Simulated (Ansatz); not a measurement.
Cost and result for the atomization energy of Cl$_{3}$F$_{2}$HSi$_{2}$, SMILES `F[SiH](F)[Si](Cl)(Cl)Cl` (8 atoms, 7 bonds).

Z-matrix (Å, degrees):
```
Si
F 1 1.586
Si 1 2.343 2 108.6
F 1 1.586 2 108.0 3 -117.6
H 1 1.478 2 108.7 3 124.6
Cl 3 2.038 1 109.1 2 61.8
Cl 3 2.038 1 109.0 2 -179.4
Cl 3 2.034 1 111.1 2 -58.8
```

Total charge 0; spin multiplicity 1. The geometry is a stationary point of PBE0-D4/def2-TZVP. It is one conformer, not always the lowest. Program: Ansatz. All runs use 2 threads of an AMD EPYC 7R13 on a shared host and a share of an NVIDIA H100 80 GB. Times are those of one run each, without the atoms' runs, and a repeat can differ threefold. Electronic energies, without spin–orbit coupling; frozen cores. CCSD(T)/CBS adds CCSD(T) − MP2 in def2-TZVPP to the MP2 limit, and its time is that of the two runs behind it. T1 = 0.011. B3LYP takes the VWN-RPA correlation (the form of Gaussian; ORCA's B3LYP/G).

CCSD(T)/CBS is a level of theory with its own doubt, some kJ/mol a heavy atom from the limit and from the frozen cores, so smaller differences don't rank the functionals.

```csv
level,functions,wall time,atomization (kJ/mol),difference from CCSD(T)/CBS,per bond
BLYP-D4/def2-TZVPP,286,3.5 s,2869.1,-62.8,-9.0
LDA (SPW92)/def2-TZVPP,286,3.6 s,3343.6,411.7,58.8
r2SCAN-D4/def2-TZVPP (with forces),286,4.1 s,2941.0,9.1,1.3
CCSD(T)/def2-SVP,123,4.5 s,2611.4,-320.5,-45.8
MP2/def2-QZVPP,494,4.5 s,3025.3,93.4,13.3
PBE-D4/def2-TZVPP (with forces),286,4.8 s,2957.4,25.5,3.6
ωB97X-V/def2-TZVPP,286,4.8 s,2937.3,5.4,0.8
r2SCANh-D4/def2-TZVPP,286,4.9 s,2913.7,-18.2,-2.6
B3LYP-D4/def2-TZVPP (with forces),286,5 s,2869.0,-62.9,-9.0
BHLYP-D4/def2-TZVPP,286,5.5 s,2793.9,-138.0,-19.7
B97M-V/def2-TZVPP,286,6.5 s,2952.5,20.6,2.9
CCSD(T)/def2-TZVPP,286,7.5 s,2817.7,-114.2,-16.3
CCSD(T)/CBS(def2),–,12 s,2931.9,0.0,0.0
```

Leaving LDA and LC-ωPBE aside and taking each functional with its dispersion term where it has one, the values spread over 163.5 kJ/mol, from BHLYP-D4 to PBE-D4. LDA lies +420.8 kJ/mol from PBE without D4, its usual overbinding. At CCSD(T), def2-SVP lies −320.5 kJ/mol from the extrapolated value and def2-TZVPP −114.2 kJ/mol: correlation converges slowly with the basis, and small sets miss more of it in the bonded molecule than in its fragments. From BLYP to BHLYP (50 % exact exchange), in def2-TZVPP and without D4, the atomization energy moves by −52.0 kJ/mol: exact exchange takes away binding that semilocal exchange gives to molecules.
